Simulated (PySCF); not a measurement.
Gas-phase reaction: 2 CH3I + 6 CH = I2 + 4 C2H3 (vinyl)

Method: PySCF energies plus ideal-gas RRHO corrections (1 bar). † marks an energy on the PBE0/def2-TZVP geometry and frequencies; other levels use their own. Open shells (unrestricted): CH (multiplicity 2, electronic degeneracy 4), C2H3 (vinyl) (multiplicity 2); the rest are closed-shell singlets. Spin-orbit splitting is ignored; it lowers the true energy and changes the entropy of CH. B3LYP is the form with VWN-RPA correlation. I: scalar-relativistic def2 core potential, no spin-orbit coupling. The harmonic model lacks anharmonicity and excited electronic states, which grow with temperature; levels with a mode under 35 cm⁻¹ are left out. Warning, spin contamination: CH (B3LYP/def2-TZVP†, BLYP/def2-TZVP†, PBE/def2-TZVP†, PBE0/def2-QZVP†, PBE0/def2-TZVP, r2SCAN/def2-TZVP†, ωB97X-V/def2-TZVP†).

| level | ΔE electronic, kJ | ΔH°(298 K), kJ | ΔS°(298 K), J/K | ΔG°(1200 K), kJ |
|---|---|---|---|---|
| B3LYP/def2-TZVP† | -2425 | -2355 | -410 | -1845 |
| BLYP/def2-TZVP† | -2440 | -2370 | -410 | -1859 |
| PBE/def2-TZVP† | -2594 | -2524 | -410 | -2013 |
| PBE0/def2-QZVP† | -2521 | -2451 | -410 | -1940 |
| PBE0/def2-TZVP | -2520 | -2449 | -410 | -1939 |
| r2SCAN/def2-TZVP† | -2531 | -2461 | -410 | -1950 |
| ωB97X-V/def2-TZVP† | -2401 | -2331 | -410 | -1821 |
ΔH° is lowest at PBE/def2-TZVP† and highest at ωB97X-V/def2-TZVP†. No reference value is set beside these.
